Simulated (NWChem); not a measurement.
System: Si2H5OF; SMILES O[SiH2][SiH2]F

NWChem input:

```
start job
memory heap 200 mb stack 900 mb global 1100 mb
geometry units angstroms noautoz
  O      0.837062     1.995158    -0.385413
  Si    -0.407019     1.127029     0.322123
  Si    -0.451254    -1.155892    -0.251649
  F      0.806325    -1.944551     0.415718
  H      1.734910     1.766825    -0.107010
  H     -1.656910     1.743134    -0.194932
  H     -0.398589     1.253580     1.812091
  H     -1.710760    -1.773190     0.256213
  H     -0.388292    -1.358587    -1.726740
end
basis spherical
  * library def2-svp
end
dft
  xc optx lyp
  iterations 150
  mulliken
end
task dft energy
```

Output (shortened):

```
             Northwest Computational Chemistry Package (NWChem) 7.3.0
             --------------------------------------------------------

 C1  symmetry detected

                             Geometry "geometry" -> ""
                             -------------------------

 Output coordinates in angstroms (scale by  1.889725989 to convert to a.u.)

  No.       Tag          Charge          X              Y              Z
 ---- ---------------- ---------- -------------- -------------- --------------
    1 O                    8.0000     0.81905585     2.02153867    -0.37506759
    2 Si                  14.0000    -0.40620568     1.12044457     0.32404349
    3 Si                  14.0000    -0.43244486    -1.14648948    -0.31095324
    4 F                    9.0000     0.84220373    -1.93847947     0.31903843
    5 H                    1.0000     1.72285563     1.79603703    -0.11416497
    6 H                    1.0000    -1.66933861     1.73597976    -0.16048760
    7 H                    1.0000    -0.38018558     1.20676331     1.81667972
    8 H                    1.0000    -1.67845482    -1.79163962     0.19558054
    9 H                    1.0000    -0.38604951    -1.30850587    -1.79167640

 Effective nuclear repulsion energy (a.u.)     220.5970151161

                                 NWChem DFT Module
                                 -----------------

 Summary of "ao basis" -> "ao basis" (spherical)
 ------------------------------------------------------------------------------
       Tag                 Description            Shells   Functions and Types
 ---------------- ------------------------------  ------  ---------------------
 O                          def2-svp                 6       14   3s2p1d
 Si                         def2-svp                 8       18   4s3p1d
 F                          def2-svp                 6       14   3s2p1d
 H                          def2-svp                 3        5   2s1p

            General Information
            -------------------
          SCF calculation type: DFT
          Wavefunction type:  closed shell.
          No. of atoms     :     9
          No. of electrons :    50
           Alpha electrons :    25
            Beta electrons :    25
          Charge           :     0
          Spin multiplicity:     1
          Use of symmetry is: off; symmetry adaption is: off
          Maximum number of iterations: 150
          AO basis - number of functions:    89
                     number of shells:    43
          Convergence on energy requested:  1.00D-06
          Convergence on density requested:  1.00D-05
          Convergence on gradient requested:  5.00D-04

              XC Information
              --------------
                        Slater Exchange Functional  1.052 local
                      OPTX     Exchange Functional  1.432 non-local
              Lee-Yang-Parr Correlation Functional  1.000

             Grid Information
             ----------------
          Grid used for XC integration:  medium
          Radial quadrature: Mura-Knowles
          Angular quadrature: Lebedev.
          Tag              B.-S. Rad. Rad. Pts. Rad. Cut. Ang. Pts.
          ---              ---------- --------- --------- ---------
          O                   0.60       49          12.0       434
          Si                  1.10       88          10.0       590
          F                   0.50       49          11.0       434
          H                   0.35       45          12.0       434
          Grid pruning is: on
          Number of quadrature shells:   499
          Spatial weights used:  Erf1

      Superposition of Atomic Density Guess
      -------------------------------------

 Sum of atomic energies:        -753.95714895

      Non-variational initial energy
      ------------------------------

 Total energy =    -754.917564
 1-e energy   =   -1484.716791
 2-e energy   =     509.202212
 HOMO         =      -0.300538
 LUMO         =       0.009918

     ---------------------------------------------
      Total Density - Mulliken Population Analysis
     ---------------------------------------------

    Atom       Charge   Shell Charges
 -----------   ------   -------------------------------------------------------
    1 O    8     8.79   1.99  1.10  0.64  3.10  1.95  0.00
    2 Si  14    13.37   2.00  1.99  0.99  0.26  5.94  1.04  0.97  0.19
    3 Si  14    13.24   2.00  1.99  0.98  0.27  5.94  0.99  0.89  0.17
    4 F    9     9.59   1.99  1.15  0.78  3.53  2.14  0.00
    5 H    1     0.65   0.52  0.07  0.06
    6 H    1     1.09   0.70  0.38  0.01
    7 H    1     1.09   0.70  0.38  0.01
    8 H    1     1.09   0.70  0.39  0.01
    9 H    1     1.10   0.70  0.38  0.01

   convergence    iter        energy       DeltaE   RMS-Dens  Diis-err
 ---------------- ----- ----------------- --------- --------- ---------
 d= 0,ls=0.0,diis     1   -756.6483146654 -9.77D+02  2.40D-02  7.97D-01
 d= 0,ls=0.0,diis     2   -756.3632581285  2.85D-01  1.58D-02  3.80D+00
 d= 0,ls=0.0,diis     3   -756.7469670208 -3.84D-01  2.16D-03  2.56D-02
 d= 0,ls=0.0,diis     4   -756.7490797289 -2.11D-03  9.00D-04  6.20D-03
 d= 0,ls=0.0,diis     5   -756.7496564113 -5.77D-04  3.03D-04  1.64D-03
  Resetting Diis
 d= 0,ls=0.0,diis     6   -756.7497975135 -1.41D-04  8.51D-05  5.05D-05
 d= 0,ls=0.0,diis     7   -756.7498049693 -7.46D-06  2.44D-05  8.49D-07
 d= 0,ls=0.0,diis     8   -756.7498049069  6.24D-08  1.31D-05  1.53D-06
 d= 0,ls=0.0,diis     9   -756.7498051107 -2.04D-07  2.52D-06  9.38D-08

         Total DFT energy =     -756.749805110722
      One electron energy =    -1487.960764854983
           Coulomb energy =      573.407711452847
    Exchange-Corr. energy =      -62.793766824680
 Nuclear repulsion energy =      220.597015116095

 Numeric. integr. density =       49.999979941127

                       DFT Final Molecular Orbital Analysis
                       ------------------------------------

 Vector   23  Occ=2.000000D+00  E=-2.926134D-01
              MO Center= -3.9D-01, -1.3D+00, -5.1D-01, r^2= 3.3D+00
   Bfn.  Coefficient  Atom+Function         Bfn.  Coefficient  Atom+Function
  ----- ------------  ---------------      ----- ------------  ---------------
    85      0.323917  9 H  s                 56     -0.291897  4 F  pz
    80     -0.273316  8 H  s                 86      0.227818  9 H  s
    42     -0.211376  3 Si pz                59      0.205998  4 F  pz
    81     -0.204922  8 H  s                 54      0.156324  4 F  px
     5      0.119503  1 O  py                40      0.117746  3 Si px

 Vector   24  Occ=2.000000D+00  E=-2.790971D-01
              MO Center=  1.4D-02,  1.4D+00,  1.1D-01, r^2= 3.2D+00
   Bfn.  Coefficient  Atom+Function         Bfn.  Coefficient  Atom+Function
  ----- ------------  ---------------      ----- ------------  ---------------
     6      0.437405  1 O  pz                 9      0.309748  1 O  pz
    70      0.227515  6 H  s                 75     -0.227382  7 H  s
    71      0.199643  6 H  s                 76     -0.176786  7 H  s
    23      0.154866  2 Si py                24     -0.128605  2 Si pz
     3     -0.125936  1 O  s                 55     -0.114965  4 F  py

 Vector   25  Occ=2.000000D+00  E=-2.339033D-01
              MO Center= -8.7D-02,  4.5D-01, -9.8D-03, r^2= 4.0D+00
   Bfn.  Coefficient  Atom+Function         Bfn.  Coefficient  Atom+Function
  ----- ------------  ---------------      ----- ------------  ---------------
     5      0.307217  1 O  py                41      0.246017  3 Si py
     8      0.237343  1 O  py                 6      0.210739  1 O  pz
    23     -0.209816  2 Si py                55      0.180407  4 F  py
     9      0.167123  1 O  pz                75     -0.165810  7 H  s
    35      0.161812  3 Si s                 76     -0.157054  7 H  s

 Vector   26  Occ=0.000000D+00  E=-4.333074D-02
              MO Center= -9.2D-02,  7.4D-02, -8.5D-03, r^2= 4.5D+00
   Bfn.  Coefficient  Atom+Function         Bfn.  Coefficient  Atom+Function
  ----- ------------  ---------------      ----- ------------  ---------------
    43      0.556525  3 Si px                25      0.511608  2 Si px
     3     -0.430021  1 O  s                 71      0.307673  6 H  s
    81      0.294098  8 H  s                 66      0.285731  5 H  s
    53     -0.269942  4 F  s                 44     -0.196383  3 Si py
    40      0.163912  3 Si px                22      0.145717  2 Si px

 Vector   27  Occ=0.000000D+00  E=-1.654303D-02
              MO Center= -3.4D-01,  5.1D-02, -1.8D-02, r^2= 4.6D+00
   Bfn.  Coefficient  Atom+Function         Bfn.  Coefficient  Atom+Function
  ----- ------------  ---------------      ----- ------------  ---------------
    45      0.528680  3 Si pz                86      0.509126  9 H  s
    76     -0.502802  7 H  s                 27      0.492273  2 Si pz
     3      0.446125  1 O  s                 26     -0.431538  2 Si py
    44     -0.431451  3 Si py                18      0.334719  2 Si s
    36     -0.334537  3 Si s                 66     -0.333415  5 H  s

 Vector   28  Occ=0.000000D+00  E= 3.863709D-02
              MO Center=  2.0D-01,  3.8D-01, -7.5D-02, r^2= 5.5D+00
   Bfn.  Coefficient  Atom+Function         Bfn.  Coefficient  Atom+Function
  ----- ------------  ---------------      ----- ------------  ---------------
    18      0.938465  2 Si s                 36     -0.883694  3 Si s
    66      0.664739  5 H  s                 26     -0.640765  2 Si py
    44     -0.573943  3 Si py                35     -0.559526  3 Si s
    86      0.527298  9 H  s                 76     -0.508373  7 H  s
    17      0.457783  2 Si s                  3     -0.410547  1 O  s

     ---------------------------------------------
      Total Density - Mulliken Population Analysis
     ---------------------------------------------

[...]
```

Level: OLYP/def2-SVP. Coordinates come from a B3LYP/6-31G* (spherical d) optimisation.
